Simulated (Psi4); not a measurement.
tert-butylthiol (C$_{4}$H$_{10}$S), singlet, at a GFN2-xTB geometry. Base run: CCSD(T)/STO-3G (Psi4).

Psi4 was given this input:
```
memory 2 GB

molecule mol {
0 1
C    -0.287286    1.208235   -1.112642
C    -0.253099   -0.049261   -0.254432
C     0.153838   -1.267818   -1.072058
C    -1.593920   -0.276887    0.431907
S     0.985704    0.193790    1.109254
H    -1.051131    1.110377   -1.882389
H    -0.518958    2.078889   -0.503196
H     0.672208    1.373580   -1.599654
H     0.233570   -2.145094   -0.433962
H    -0.592453   -1.464207   -1.840190
H     1.114156   -1.107101   -1.558993
H    -1.548635   -1.154492    1.073162
H    -1.858052    0.582283    1.044695
H    -2.373501   -0.427972   -0.312274
H     2.034344    0.367480    0.308083
}

set {
  basis sto-3g
  reference rhf
}

energy('ccsd(t)')
print_variables()
```

The base run was repeated with changes; each row names its change, and settings that it needs were set with it.

```json
[
 {"change": "base", "ΔE vs base (mEh)": "0.000", "MP2 correlation (Eh)": "-0.23705", "basis functions": "39", "outcome": "converged"},
 {"change": "freeze_core = on", "ΔE vs base (mEh)": "2.284", "MP2 correlation (Eh)": "-0.23450", "basis functions": "39", "outcome": "converged"},
 {"change": "method = lccd", "ΔE vs base (mEh)": "-", "MP2 correlation (Eh)": "-", "basis functions": "39", "outcome": "stopped with an error"},
 {"change": "method = mp3", "ΔE vs base (mEh)": "?", "MP2 correlation (Eh)": "-0.23698", "basis functions": "39", "outcome": "converged"},
 {"change": "method = ccsd", "ΔE vs base (mEh)": "2.014", "MP2 correlation (Eh)": "-0.23705", "basis functions": "39", "outcome": "converged"},
 {"change": "method = omp2", "ΔE vs base (mEh)": "77.048", "MP2 correlation (Eh)": "-0.23698", "basis functions": "39", "outcome": "converged"},
 {"change": "method = mp2.5", "ΔE vs base (mEh)": "?", "MP2 correlation (Eh)": "-0.23698", "basis functions": "39", "outcome": "converged"},
 {"change": "scf_type = pk; mp2_type = conv", "ΔE vs base (mEh)": "0.000", "MP2 correlation (Eh)": "-0.23705", "basis functions": "39", "outcome": "converged"},
 {"change": "method = cisd", "ΔE vs base (mEh)": "-", "MP2 correlation (Eh)": "-", "basis functions": "39", "outcome": "stopped with an error"},
 {"change": "method = mp2", "ΔE vs base (mEh)": "77.502", "MP2 correlation (Eh)": "-0.23698", "basis functions": "39", "outcome": "converged"}
]
```

Fill in the missing entries.


- method = mp3, ΔE vs base (mEh): 24.866
- method = mp2.5, ΔE vs base (mEh): 51.184

- method = lccd: ended with `Fatal Error: ndocc must be less than nvirt`
- method = cisd: ended with `Fatal Error: ndocc must be less than nvirt`
